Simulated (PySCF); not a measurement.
C₇H₉PS.
Z-matrix (Å and degrees, GFN2-xTB geometry), rows numbered from 1:
```
C 
S   1  1.8143
C   2  1.7745  1  104.72
C   3  1.3951  2  114.17  1  -179.63
C   4  1.3787  3  122.92  2  -179.97
C   5  1.3869  4  124.72  3     0.00
C   6  1.5022  5  119.10  4  -179.74
P   6  1.7408  5  123.15  4     0.09
C   3  1.3774  2  123.13  1     0.47
H   1  1.0864  2  110.12  3   -61.91
H   1  1.0858  2  105.46  3   179.71
H   1  1.0864  2  110.07  3    61.30
H   4  1.0804  3  117.66  2    -0.05
H   5  1.0837  4  117.73  3   179.94
H   7  1.0903  6  110.39  5    63.65
H   7  1.0898  6  110.57  5   -55.51
H   7  1.0883  6  110.80  5  -176.14
H   9  1.0812  3  119.98  2    -0.01
```

Definitions: NICS(0) = −σiso at the ring centroid; NICS(1) = −σiso and NICS(1)zz = −σzz at ±1 Å along the ring normal z. Level: GIAO PBE0/pcSseg-1 (PySCF, non-relativistic, gas phase) on the GFN2-xTB geometry, one conformer.

Ring bond lengths (Å), with Mayer bond orders in brackets: C3–C4 1.395 (1.33), C4–C5 1.379 (1.51), C5–C6 1.387 (1.36), C6–P8 1.741 (1.32), P8–C9 1.734 (1.30), C9–C3 1.377 (1.40).

**Question.** Give the NICS values of each ring in ppm.

**Answer.** 
```json
{"ring": "C3–C4–C5–C6–P8–C9", "type": "6-membered ring with P; formal bonds all aromatic", "NICS(0)": "-6.8", "NICS(1), two faces": "-9.8 / -9.7", "NICS(1)zz, two faces": "-23.4 / -23.3", "rms pucker (Å)": "0.00", "centre to ring atoms, mean (Å)": "1.49"}
```

**Question.** What do they say, and how far can they be read as aromaticity?

**Answer.** 
- C3–C4–C5–C6–P8–C9: mean NICS(1)zz -23.4 ppm, shielded.

**Question.** And the bond-length index? Use HOMA with the parameters of Krygowski (1993).

**Answer.** 
- C3–C4–C5–C6–P8–C9: HOMA 0.93; the largest term is that of C6–P8, α(R − Ropt)² = 0.22.

**Question.** Give the inner angles of the rings and the Hirshfeld charges of the ring atoms.

**Answer.** 
- C3–C4–C5–C6–P8–C9: C3 122.7° (-0.016 e), C4 122.9° (-0.054 e), C5 124.7° (-0.044 e), C6 123.1° (-0.049 e), P8 101.3° (+0.079 e), C9 125.2° (-0.127 e); sum 720.0° against 720° for a flat convex ring.

**Question.** How shielded are the nuclei of the rings and their hydrogens (means over atoms taken as equivalent)?

**Answer.** 
| atoms | environment | σ isotropic (ppm) | principal values of the symmetric part, first atom (ppm) |
| --- | --- | --- | --- |
| C3 | substituted aromatic carbon | 36.5 | -52.5, 7.6, 154.5 |
| C4 | aromatic CH carbon | 54.9 | -41.3, 43.3, 162.5 |
| C5 | aromatic CH carbon | 47.8 | -59.3, 40.9, 161.9 |
| C6 | substituted aromatic carbon | 12.0 | -152.5, 5.6, 182.9 |
| P8 | phosphorus bonded to 2 C | 86.4 | -166.0, -46.7, 471.8 |
| C9 | aromatic CH carbon | 36.0 | -118.6, 44.6, 182.1 |
| H13 | aromatic hydrogen | 24.15 | 19.1, 23.4, 29.9 |
| H14 | aromatic hydrogen | 23.79 | 19.3, 23.6, 28.5 |
| H18 | aromatic hydrogen | 23.54 | 19.3, 19.8, 31.5 |
